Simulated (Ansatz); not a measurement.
This geometry of BF3 + ClH (6 atoms, charge 0, multiplicity 1) is a first-order saddle point.

Computed with RKS PBE0-D4/def2-SVP (Ansatz 0.2.0).

```xyz
6
Properties=species:S:1:pos:R:3
B 0.013 -0.231 0.025
F 0.011 0.106 1.527
F 1.148 0.147 -0.530
F -1.147 0.083 -0.518
Cl 0.069 -2.177 0.547
H 0.042 -1.043 1.630
```

Which two structures does it join? (They come from a converged band through this point; their orientation in space is the band's.)

Bonds broken: B1–F2, Cl5–H6. Bonds formed: B1–Cl5, F2–H6. BF3 + ClH becomes BClF2 + FH.

Image 0:

```xyz
6
Properties=species:S:1:pos:R:3
B -0.005 0.300 -0.054
F -0.011 0.602 1.229
F 1.132 0.236 -0.702
F -1.141 0.173 -0.695
Cl 0.081 -2.502 0.876
H 0.082 -1.924 2.027
```

Image 6:

```xyz
6
Properties=species:S:1:pos:R:3
B 0.017 -0.470 -0.308
F 0.014 0.085 1.865
F 1.134 0.162 -0.571
F -1.138 0.096 -0.557
Cl 0.069 -2.202 0.066
H 0.041 -0.785 2.186
```

How far does it lie above each of them?

1.05 eV above the first and 0.42 eV above the second. This is the barrier of this one path; another mechanism may lie lower. The orbitals stay closed-shell, which can raise the energy where a bond breaks towards radicals; this wasn't checked here.

Run time: 2.4 min on 1 thread of Arm Neoverse V1, on a shared host, peak memory 0.15 GiB.
